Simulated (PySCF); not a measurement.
**Deuteron quadrupole couplings in `FC[C@@H]1C=C(Cl)[C@@H](CF)O1`**

C6H7ClF2O.
Z-matrix (Å and degrees, GFN2-xTB geometry), rows numbered from 1:
```
F 
C   1  1.3683
C   2  1.5371  1  109.73
C   3  1.4986  2  112.37  1   -72.62
C   4  1.3253  3  108.95  2  -118.35
Cl  5  1.7014  4  128.62  3   178.47
C   5  1.5087  4  110.37  3    -2.79
C   7  1.5397  5  113.34  4  -115.06
F   8  1.3662  7  110.44  5   -83.50
O   7  1.4174  5  104.34  4     3.98
H   2  1.0939  1  107.56  3  -121.04
H   2  1.0933  1  107.77  3   119.78
H   3  1.1006  2  108.07  1    51.57
H   4  1.0716  3  122.34  2    59.34
H   7  1.0999  5  111.99  4   122.67
H   8  1.0944  7  111.63  5    36.21
H   8  1.0941  7  108.91  5   158.48
```

Level: PBE0/pcSseg-1 (PySCF, non-relativistic); Q(2H) = 0.00286 b; rigid geometry, the same for H and D, with no vibrational averaging.

Question: Rank these positions by the coupling χzz of a deuteron there, largest first.
A. H14 (vinylic hydrogen)
B. H15 (methine hydrogen)
C. H16 (methylene hydrogen)

Answer: A (231 kHz), C (193 kHz), B (187 kHz).

Q: Give the electric field gradient Vzz (the principal value of largest size), its asymmetry and the 2H coupling at each hydrogen.

A: 
| atom | bonded to | bond length (Å) | Vzz (au) | η | χzz (kHz) |
| --- | --- | --- | --- | --- | --- |
| H11 | C2 | 1.094 | 0.2878 | 0.07 | 193 |
| H12 | C2 | 1.093 | 0.2898 | 0.06 | 195 |
| H13 | C3 | 1.101 | 0.2782 | 0.04 | 187 |
| H14 | C4 | 1.072 | 0.3434 | 0.05 | 231 |
| H15 | C7 | 1.100 | 0.2781 | 0.03 | 187 |
| H16 | C8 | 1.094 | 0.2872 | 0.07 | 193 |
| H17 | C8 | 1.094 | 0.2877 | 0.06 | 193 |

Q: How does χzz go with the bond length over the 7 C–H bonds?

A: A straight-line fit has a slope of -15.6 kHz for each 0.01 Å, with a correlation coefficient of -0.99, over lengths from 1.072 to 1.101 Å. The longer bonds have the smaller couplings here.

Geometry: GFN2-xTB, one conformer, isolated molecule. GFN2-xTB bond lengths can be off by several hundredths of an ångström, more for odd bonds, and the gradients follow them. The small basis limits the accuracy of the gradients.
